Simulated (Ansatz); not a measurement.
Gas-phase electronic energies from Ansatz, PBE0-D4/def2-TZVP geometries. CCSD(T)/CBS is the MP2 limit (def2-TZVPP, def2-QZVPP) plus CCSD(T) − MP2 in def2-TZVPP, frozen cores. One conformer a species, not always the lowest.

Consider the redistribution: `C[SiH](F)[O][AlH2]` + `C[Si](F)(F)N=C=O` → `C[SiH](F)N=C=O` + `C[Si](F)(F)[O][AlH2]`.

```tsv
level	ΔE (kJ/mol)
SCS-MP2/def2-QZVPP	-7.6
CCSD/CBS(def2)	-8.1
```

Task: What does CCSD(T)/CBS give? (An estimate is asked.)

Result: Ansatz gave: -7.7 kJ/mol. The listed levels differ from it by 0.1, -0.4 kJ/mol.

Largest T1 diagnostic among the species: 0.014.
